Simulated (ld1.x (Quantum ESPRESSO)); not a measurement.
**Fe (Z = 26): PAW pseudisation with PBE, scalar-relativistic reference atom.**

ld1.x (Quantum ESPRESSO) 7.5 input, shortened:

```
&input
   title='Fe', zed=26., rel=1, dft='PBE', iswitch=3,
   config='[Ar] 3d6.5 4s1.5 4p0'
 /
 &inputp
   pseudotype=3, lpaw=.true., tm=.true., lloc=-1, rcloc=1.25,
   nlcc=.true., rcore=0.80,
   which_augfun='BESSEL', rmatch_augfun=1.30
 /
6
4S  1  0   1.50   0.00  1.95  2.50  0.0
4S  1  0   0.00   0.10  1.95  2.50  0.0
3P  2  1   6.00   0.00  1.20  1.35  0.0
4P  3  1   0.00   0.00  1.20  1.35  0.0
3D  3  2   6.50   0.00  1.60  1.95  0.0
3D  3  2   0.00   1.10  1.60  1.95  0.0
 &test
   configts(1)='3p6 3d6.5 4s1.5 4p0'
 /
```

Poles of the logarithmic derivatives, all-electron (AE) and pseudo (PS). s: poles at 1.3 (AE) and 1.3 (PS) Ry. p: poles at -4.2, 2.3 (AE) and -4.2, 2.2 (PS) Ry. d: poles at -0.3, 3.9 (AE) and -0.3, 3.4 (PS) Ry. Test radius 2.71 bohr.

- Cutoffs needed: 45 Ry and 80 Ry (the cutoffs (Ry, on a coarse ladder) from which the occupation-weighted sum of valence levels, in a spherical-Bessel basis at the reference potential, stays within 10 and 1 mRy of its value at 400 Ry)
- Ghost test: ghost state, extra bound levels that the all-electron valence spectrum of the same l lacks: s at -118.8 eV; a true bound ghost makes a file unfit for plane-wave use (spherical-Bessel basis up to 400 Ry, 20 bohr box)
- Largest excitation error: +90 meV (all-electron minus pseudo) for 3p6 3d5 4s2 4p0, out of 7 test configurations
- Lowest eigenvalue of the overlap operator: 0.07 (d channel)
